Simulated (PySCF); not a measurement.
**Two-component Hartree-Fock for Sm³⁺ (samarium, charge +3)**

Start: [Xe] 4f5; 4f5/2 filled at m_j = -3/2, -1/2, +1/2, +3/2, +5/2. Calculated with PySCF 2.14 in x2c-TZVPall-2c: generalised Hartree-Fock with the X2C-1e Hamiltonian and a Gaussian nucleus; one run each with spin-orbit coupling (SO) switched off, then screened by Boettger's factors.

```json
{"spinor shell": "1s1/2", "electrons": "2", "ε, spin-free (eV)": "-47097.2", "ε, screened SO (eV)": "-47089.3", "weight of nominal j (screened SO)": "1.000", "rms radius, screened SO (bohr)": "0.0259"}
{"spinor shell": "2s1/2", "electrons": "2", "ε, spin-free (eV)": "-7839.8", "ε, screened SO (eV)": "-7837.3", "weight of nominal j (screened SO)": "1.000", "rms radius, screened SO (bohr)": "0.105"}
{"spinor shell": "2p1/2", "electrons": "2", "ε, spin-free (eV)": "-6990.8", "ε, screened SO (eV)": "-7414.5", "weight of nominal j (screened SO)": "1.000", "rms radius, screened SO (bohr)": "0.0900"}
{"spinor shell": "2p3/2", "electrons": "4", "ε, spin-free (eV)": "-6990.8", "ε, screened SO (eV)": "-6807.4", "weight of nominal j (screened SO)": "1.000", "rms radius, screened SO (bohr)": "0.0962"}
{"spinor shell": "3s1/2", "electrons": "2", "ε, spin-free (eV)": "-1792.1", "ε, screened SO (eV)": "-1791.3", "weight of nominal j (screened SO)": "1.000", "rms radius, screened SO (bohr)": "0.271"}
{"spinor shell": "3p1/2", "electrons": "2", "ε, spin-free (eV)": "-1521.1", "ε, screened SO (eV)": "-1608.9", "weight of nominal j (screened SO)": "1.000", "rms radius, screened SO (bohr)": "0.263"}
{"spinor shell": "3p3/2", "electrons": "4", "ε, spin-free (eV)": "-1521.1", "ε, screened SO (eV)": "-1482.5", "weight of nominal j (screened SO)": "1.000", "rms radius, screened SO (bohr)": "0.276"}
{"spinor shell": "3d3/2", "electrons": "4", "ε, spin-free (eV)": "-1153.2", "ε, screened SO (eV)": "-1169.7", "weight of nominal j (screened SO)": "0.996", "rms radius, screened SO (bohr)": "0.248"}
{"spinor shell": "4s1/2", "electrons": "2", "ε, spin-free (eV)": "-403.51", "ε, screened SO (eV)": "-403.24", "weight of nominal j (screened SO)": "1.000", "rms radius, screened SO (bohr)": "0.615"}
{"spinor shell": "4p1/2", "electrons": "2", "ε, spin-free (eV)": "-311.57", "ε, screened SO (eV)": "-332.61", "weight of nominal j (screened SO)": "0.975", "rms radius, screened SO (bohr)": "0.634"}
{"spinor shell": "4p3/2", "electrons": "4", "ε, spin-free (eV)": "-311.57", "ε, screened SO (eV)": "-302.14", "weight of nominal j (screened SO)": "0.988", "rms radius, screened SO (bohr)": "0.661"}
{"spinor shell": "4d3/2", "electrons": "4", "ε, spin-free (eV)": "-179.11", "ε, screened SO (eV)": "-187.48", "weight of nominal j (screened SO)": "0.718", "rms radius, screened SO (bohr)": "0.718"}
{"spinor shell": "4d5/2", "electrons": "6", "ε, spin-free (eV)": "-179.11", "ε, screened SO (eV)": "-173.30", "weight of nominal j (screened SO)": "0.812", "rms radius, screened SO (bohr)": "0.723"}
{"spinor shell": "5s1/2", "electrons": "2", "ε, spin-free (eV)": "-81.581", "ε, screened SO (eV)": "-81.536", "weight of nominal j (screened SO)": "1.000", "rms radius, screened SO (bohr)": "1.48"}
{"spinor shell": "5p1/2", "electrons": "2", "ε, spin-free (eV)": "-55.955", "ε, screened SO (eV)": "-59.405", "weight of nominal j (screened SO)": "0.942", "rms radius, screened SO (bohr)": "1.64"}
{"spinor shell": "5p3/2", "electrons": "4", "ε, spin-free (eV)": "-55.955", "ε, screened SO (eV)": "-54.406", "weight of nominal j (screened SO)": "0.971", "rms radius, screened SO (bohr)": "1.73"}
{"spinor shell": "4f5/2", "electrons": "5", "ε, spin-free (eV)": "-45.209", "ε, screened SO (eV)": "-45.197", "weight of nominal j (screened SO)": "0.637", "rms radius, screened SO (bohr)": "0.969"}
```

(1) Where does 3d5/2 lie, and what is the 3d spin-orbit splitting (screened SO)?

| quantity | spin-free | screened SO |
| --- | --- | --- |
| E (hartree) | -10418.78497 | -10424.74947 |
| M_J | 5/2 | 5/2 |
| ⟨J²⟩ | 13.763 | 13.079 |
| ⟨L²⟩ | 30.009 | 29.814 |
| ⟨S²⟩ | 8.754 | 8.683 |

The determinant has a definite M_J but mixes levels of different J.

Each row is a mean over spinors that exchange with the open shell spreads, by up to 9.322 eV (4d3/2).

Rows whose weight is well below 1 are mixtures of j = l ± 1/2: exchange outweighs spin-orbit coupling there, and the label is only the starting occupation.

Breit and QED terms are absent; they matter most for the inner s and p1/2 levels.

Densities and radii are taken from the X2C orbitals without a picture-change correction, which distorts them close to the nucleus.

Without spin-orbit coupling the j labels of p, d and f shells carry no meaning; the spin-free column gives the mean over the occupied spinors of each nl shell, and its ⟨J²⟩ belongs to a mixture of degenerate components.

## Answers

(1) At -1141.5 eV, 28.186 eV above 3d3/2.
